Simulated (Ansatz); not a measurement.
The same molecule with X = B, Ga, In. Ansatz, PBE0-D4/def2-TZVP geometries, multiplicity 1. Each molecule was computed in one conformer, which needn't be the lowest.

Elements past krypton have def2 core potentials. Scalar relativity is left out up to krypton.

```tsv
X	molecule	mean X–F bond length / Å	mean X–H bond length / Å	mean X–O bond length / Å	HOMO energy (ωB97M-V/def2-TZVPP) / eV	size of the dipole moment (ωB97M-V/def2-TZVPP) / D	size of the dipole moment (PBE/def2-TZVPP) / D
B	`OBF`	1.332	1.192	1.344	-12.85	1.09	1.13
Ga	`[OH][GaH][F]`	1.746	1.545	1.771	-11.72	3.39	3.20
```

(1) Give the row for X = In, `[OH][InH][F]`. (Estimate.)

## Answers

(1) Ansatz gave: 
```
 X        molecule  mean X–F bond length / Å  mean X–H bond length / Å  mean X–O bond length / Å  HOMO energy (ωB97M-V/def2-TZVPP) / eV  size of the dipole moment (ωB97M-V/def2-TZVPP) / D  size of the dipole moment (PBE/def2-TZVPP) / D
In  `[OH][InH][F]`                     1.944                     1.691                     1.966                                 -11.33                                                4.17                                            3.91
```

From B to In the mean X–F bond length rises at each step, by 0.612 Å in all; the mean X–H bond length rises at each step, by 0.499 Å in all; the mean X–O bond length rises at each step, by 0.622 Å in all; the HOMO energy (ωB97M-V/def2-TZVPP) rises at each step, by 1.52 eV in all. Bonds lengthen as the atom grows down the group. Dipoles are sizes alone, and their direction can turn along the series.
